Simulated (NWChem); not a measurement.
Molecule: CH5NOSi2; SMILES C1[SiH2][Si@@H](O)N=1

```xyz
10

O     -0.4850    -2.0763    -0.5235
Si     0.0007    -0.8101     0.4385
N      1.4975     0.0510    -0.0791
C      1.0691     1.2575    -0.2623
Si    -0.8507     1.3162    -0.0340
H     -0.0751    -2.9379    -0.3587
H      0.1794    -1.2883     1.8409
H      1.7811     2.0564    -0.5168
H     -1.6006     1.5381    -1.3031
H     -1.4012     2.2539     0.9898
```
Atoms are numbered in this order, from 1.

Program: NWChem. Medium grid unless said otherwise, to which SCAN and Minnesota functionals are sensitive. Structure relaxed at the B3LYP/6-31G* (spherical d) level. Hybrids' shares of exact exchange are those that their runs print; pure functionals count as 0. The functionals differ in more than this share.

```csv
row,share of exact exchange,orbital gap (eV)
PBE/def2-TZVP,0.00,3.14
BLYP/def2-TZVP,0.00,3.19
TPSSh/def2-TZVP,0.10,withheld
B3LYP/def2-TZVP,0.20,5.13
M06-2X/def2-TZVP,0.54,7.83
```

Q: Fit a straight line of the last column on the one before it, predict the withheld value, and compare with the run.

A: 
1. Means of the 4 shown rows: x = 0.185, y = 4.822. Slope Σ(x − x̄)(y − ȳ)/Σ(x − x̄)² = 1.686/0.1947 = 8.657; intercept 3.221.
2. The shown rows scatter about the line by 0.104 (root mean square); the largest residual is +0.18, at B3LYP/def2-TZVP.
3. At x = 0.10 (TPSSh/def2-TZVP; inside the shown range) the line gives 4.09.
4. The run gives 4.36, +0.27 from the line, 2.6 times the scatter.
